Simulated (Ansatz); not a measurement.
```yaml
crystal:
  periodic: [false, false, false]
  atoms:
    - {symbol: Sn, position_ang: [-1.931349, 0.718216, -0.086072]}
    - {symbol: Sn, position_ang: [0.514511, -0.824643, -1.341972]}
    - {symbol: Sn, position_ang: [-1.798773, -1.933505, 1.290092]}
    - {symbol: Sn, position_ang: [0.606974, 2.331551, -0.269808]}
    - {symbol: Cl, position_ang: [0.524476, -2.741348, 0.633197]}
    - {symbol: Cl, position_ang: [-1.035818, 0.259628, 2.420711]}
    - {symbol: Cl, position_ang: [0.773724, 1.805561, -2.730955]}
    - {symbol: Cl, position_ang: [2.346255, 0.384550, 0.084807]}
basis:
  gaussian: {orbitals: def2-TZVP, initial_orbitals: start.molden}
hamiltonian: {xc: {name: wB97M-V}}
scf: {omitted_lower_state_checks: [starts]}
output: {orbitals: {seedname: orbitals}}
```

The file start.molden holds the orbitals of an earlier run on this structure, at another level or in another basis.

```sh
$ ansatz run in.yaml --threads 4 --pin off --events-out ev --progress --plain --max-ram 4787MiB
```

(1) Does this run fit into the memory that it is given?

Results:

(1) No. It has 348 basis functions, and Ansatz plans for 6 GiB where 5 GiB are given.
